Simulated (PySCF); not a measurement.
Coordinates in bohr (charge 0 multiplicity 4):
```
Ru    0.1618    0.0000    0.0000
F     3.6593    0.0000    0.0004
F    -2.2635    2.4529   -0.0002
F    -2.2635   -2.4529   -0.0002
```

These are results of UPBE0/[Ru def2-TZVP with ECP28, F def2-TZVP], scalar-relativistic core potentials, density fitting, no spin–orbit coupling, PySCF, not measurements.

This geometry of RuF3 is a stationary point at this level.

(1) What is the point group?

(2) Is it a minimum?

(3) List the harmonic modes with their infrared intensities.

Answers

(1) C2v.

(2) No: it has 1 imaginary mode, at 130i cm⁻¹ (b2).

(3) 
| symmetry | ω (cm⁻¹) | IR (km/mol) |
| --- | --- | --- |
| b2 | 130i | – |
| b1 | 160 | 16.7 |
| a1 | 221 | 6.2 |
| a1 | 645 | 33.6 |
| b2 | 648 | 125 |
| a1 | 715 | 186 |

This need not be the most stable arrangement of these atoms. Other spin states or occupations of the open shell can lie lower. At this level a quartet minimum of C2v symmetry lies 17 kJ/mol below this structure.
